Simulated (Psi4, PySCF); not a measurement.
Here is a job for PySCF.
```python
from pyscf import gto, scf, dft

mol = gto.Mole()
mol.atom = '''
    Ca    0.000000    0.000000    0.000000
'''
mol.basis = 'cc-pvtz'
mol.charge = 0
mol.spin = 0
mol.verbose = 4
mol.build()

mf = dft.RKS(mol)
mf.xc = 'pbe0'
mf.grids.atom_grid = (99, 590)
mf.grids.prune = None
mf.kernel()
```

### Question
Write the same job for Psi4.

### Answer
One answer among several that fit: 
```
memory 2 GB

molecule mol {
0 1
Ca    0.000000    0.000000    0.000000
}

set {
  basis cc-pvtz
  reference rks
  scf_type pk
  puream true
  d_convergence 1e-8
  dft_radial_points 99
  dft_spherical_points 590
}

energy('pbe0')
print_variables()
```

Both were run: PySCF gave -677.387324 Eh and Psi4 -677.387324 Eh, 0.000 mEh apart.
